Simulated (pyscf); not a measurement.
This saddle point was located with ωB97X-D3(BJ)/def2-SVP in PySCF.

```xyz
9

Ge    -1.9821    -1.3030     0.9327
H     -1.8719    -0.8674     2.3993
H     -1.1625    -2.5692     0.6557
H     -3.4453    -1.4718     0.5044
Cl    -1.0503     0.4554    -0.4035
Si    -0.2279     2.3284    -1.7291
Cl     1.6036     1.9377    -2.6045
H     -1.2220     2.6022    -2.8028
H     -0.0850     3.5027    -0.8254
```
Charge 0, spin multiplicity 2.

Surface: doublet, charge 0. Lowest wavenumbers (cm⁻¹): 421i, 6, 29, 57, 115.

Q: What reaction is this the transition state of?

A: `[GeH3]` [doublet] + `[Cl][SiH2][Cl]` ⇌ `[Cl][GeH3]` + `[SiH2][Cl]` [doublet], an atom transfer read from left to right: Cl–Si broken and Cl–Ge formed. At ωB97M-D3(BJ)/def2-TZVP it lies +24.9 kcal/mol from the left side and +10.0 kcal/mol from the right (each side as separated species at their lowest minima found). The same reactants have a lower exit, to GeH₄ + Cl–SiH•–Cl (barrier +11.7 kcal/mol at ωB97M-D3(BJ)/def2-TZVP, against +24.9 kcal/mol here). One saddle was located; it need not be the lowest between these sides. The angle at the transferred Cl is 176°. Elements up to Kr have no core potential and no relativistic terms here.
